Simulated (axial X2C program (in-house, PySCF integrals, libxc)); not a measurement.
Worked dissociation energy of PBr⁺: PW91, scalar-relativistic

Calculated with an in-house relativistic program for diatomic molecules. Spin-free means the one-electron spin-free X2C Hamiltonian. Basis: Br dyall-cv3z [8s9p6d4f1g], P dyall-v3z [8s7p2d1f] (cores contracted in-house); Gaussian nuclei, density fitting, unrestricted open shells. Masses: Br 78.918 u, P 30.974 u.

Molecular state: M_S = 1/2, Λ = 1 (beyond evenly filled blocks: π+α).

```
E(Br) (2M_S = 1, M_L = 0) : -2606.498658 hartree
E(P+) (2M_S = 2, M_L = 0) : -341.700662 hartree
E(PBr⁺) at Re             : -2948.373257 hartree
ωe                        : 515.0 cm⁻¹
ωexe                      : 1.7 cm⁻¹
```

Work out De and D0.

De = -2606.498658 + (-341.700662) − (-2948.373257) = 0.17394 hartree = 4.733 eV. The zero-point energy is ωe/2 − ωexe/4 = 257 cm⁻¹ = 0.032 eV, so D0 = 4.701 eV.

The state is one determinant whose occupation by symmetry is held fixed; it was picked as the lowest of a PBE0 search that is not exhaustive. Dissociation energies refer to the lowest single-determinant-based atoms at the same level and basis. Without a current term, density functionals place determinants with orbital angular momentum somewhat too high. Spin-free De lacks the spin–orbit lowering of the heavy p-block atom, a tenth of an eV or more for 4p and 5p, up to an eV for 6p and one to two eV for 7p atoms, less what an open-shell molecule gains itself.

Each atomic determinant is the lowest at this level and need not be a pure term. Totals compare only within one Hamiltonian and basis.
